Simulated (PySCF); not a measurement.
Species: SiHMe2(NHtBu), C6H17NSi.
Structure used (PBE0-D3(BJ)/def2-SVP), in Å, numbered top down from 1:
```
atom  x, y, z in Å
Si1    0.6425    1.4449    0.0096
H2     0.6090    1.7317    1.4881
C3     2.4288    1.0774   -0.4439
H4     3.0438    1.9833   -0.3199
H5     2.5007    0.7526   -1.4939
H6     2.8641    0.2888    0.1874
C7     0.0554    2.9654   -0.9235
H8    -0.9690    3.2498   -0.6372
H9     0.0718    2.7828   -2.0096
H10    0.7130    3.8241   -0.7178
N11   -0.4515    0.1653   -0.4417
C12   -0.7015   -1.1068    0.2298
C13   -1.7525   -0.9365    1.3347
C14   -1.2035   -2.1110   -0.8092
C15    0.6001   -1.6216    0.8423
H16   -1.2745    0.4879   -0.9422
H17   -1.9743   -1.8897    1.8407
H18   -1.4041   -0.2146    2.0893
H19   -2.6941   -0.5528    0.9120
H20   -2.1354   -1.7524   -1.2763
H21   -1.4140   -3.0911   -0.3537
H22   -0.4558   -2.2425   -1.6049
H23    0.9921   -0.9192    1.5958
H24    1.3667   -1.7681    0.0669
H25    0.4322   -2.5840    1.3480
```

Lines to be assigned: C 1s: 289.71 (area 2), 290.15 (area 3), 291.28 (area 1) eV; N 1s: 403.67 eV; Si 1s: 1845.98 eV; Si 2p3/2: 106.06 eV.

Computed with delta-SCF UKS SCAN, pcX-2 on the ionised atom, pcseg-1 elsewhere, spin-free X2C in PySCF 2.14.0. Geometry: PBE0-D3(BJ)/def2-SVP, one conformer, isolated molecule.

Question: Order the carbon atoms by C 1s binding energy.

Answer: 289.71 eV: C3/C7 (carbon bonded to Si and 3 H); 290.15 eV: C13/C14/C15 (carbon bonded to C and 3 H); 291.28 eV: C12 (carbon bonded to 3 C and N). The listed C 1s values span 1.57 eV, from C3/C7 (bonded to 3 H and Si) to C12 (bonded to N and 3 C).

Bonded neighbours of each site: Si1: N, 2 C and H; C3/C7: 3 H and Si; N11: C, H and Si; C12: N and 3 C; C13/C14/C15: C and 3 H.

Question: Which photon wavelength matches the C 1s of C12 threshold?

Answer: λ = hc/E = 12398.42 eV Å / 291.28 eV = 42.565 Å.

Topologically equivalent atoms share the value of their first member; where this conformer doesn't relate them by symmetry, their own values could differ. Spin–orbit coupling isn't in the SCF: each 2p doublet comes from a relaxed spin-free hole plus a matrix of the shell (mean-field spin–orbit coupling and the ground-state 2p splitting), with 2p3/2 averaged over its two sublevels. 2p1/2 minus 2p3/2 (ligand field included): Si 0.62 eV.

Hardware: an Intel Xeon Platinum 8259CL at 2.50 GHz with 2 threads, shared host with 96 logical CPUs at a one-minute load of 50. Cost: 1.7 min wall, 4.4 min CPU, 1.2 GiB resident at most.
